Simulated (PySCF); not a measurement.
Cl3Sc, SMILES [Cl][Sc-]([Cl])[Cl] (connectivity only; charge and spin as stated), charge -1, multiplicity 2.

Geometry: B3LYP-D3(BJ)/def2-SVPD. The spin state was assumed, not searched.

All values below come from PySCF with PBE/def2-TZVPD.

Gas-phase values at a fixed geometry. A positive occupied level means that this level leaves the electron formally unbound; only the finite basis holds it.

Computed frontier levels, dipole moment and polarisability:
```
Property                                                              Value
------------------------------------------------  -------------------------
α spin, highest occupied and lowest empty level            0.64 and 1.92 eV
β spin, highest occupied and lowest empty level           -3.12 and 1.90 eV
dipole moment about the centre of nuclear charge                     0.00 D
mean static polarisability                           126.9 bohr³ (18.81 Å³)
polarisability, principal values                  117.4, 117.4, 146.1 bohr³
⟨S²⟩                                                0.752 (pure state 0.75)
```
